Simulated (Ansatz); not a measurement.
Start from `[Cl][Ga]([Cl])[SeH]` and change one atom or group to get `C#[C][Ga]([Cl])[Cl]`.

Ansatz, PBE0-D4/def2-TZVP geometries, multiplicity 1. Each molecule was computed in one conformer, which needn't be the lowest.

Scalar relativity is left out up to krypton. Spin–orbit coupling is left out; it splits and shifts lone-pair levels of the heavy atoms by tenths of an eV.

```csv
property,`[Cl][Ga]([Cl])[SeH]`
"ideal-gas entropy at 298 K and 1 bar (rigid rotor, harmonic PBE0-D4/def2-TZVP) / J/(mol·K)",364
HOMO energy (PBE/def2-TZVPP) / eV,-6.78
LUMO energy (PBE0/def2-TZVPP) / eV,-1.68
HOMO energy (B3LYP/def2-TZVPP) / eV,-7.69
HOMO energy (ωB97M-V/def2-TZVPP) / eV,-10.07
zero-point energy (PBE0-D4/def2-TZVP) / kJ/mol,28.8
```

**Question.** What does the change do to each property? (An estimate is asked.)

**Answer.** Ansatz gave: 
| property | `C#[C][Ga]([Cl])[Cl]` | shift |
| --- | --- | --- |
| ideal-gas entropy at 298 K and 1 bar (rigid rotor, harmonic PBE0-D4/def2-TZVP) / J/(mol·K) | 355 | -9 |
| HOMO energy (PBE/def2-TZVPP) / eV | -7.58 | -0.80 |
| LUMO energy (PBE0/def2-TZVPP) / eV | -1.96 | -0.28 |
| HOMO energy (B3LYP/def2-TZVPP) / eV | -8.57 | -0.88 |
| HOMO energy (ωB97M-V/def2-TZVPP) / eV | -11.11 | -1.04 |
| zero-point energy (PBE0-D4/def2-TZVP) / kJ/mol | 55.8 | 27.0 |

With PBE0 the HOMO falls by 0.91 eV and the LUMO falls by 0.28 eV, so the gap widens by about 0.63 eV. PBE moves the HOMO by -0.80 eV and ωB97M-V by -1.04 eV. The zero-point energy changes by 27.0 kJ/mol with +3 modes.

B3LYP here is the variant with VWN-RPA as its local correlation; programs differ in this.
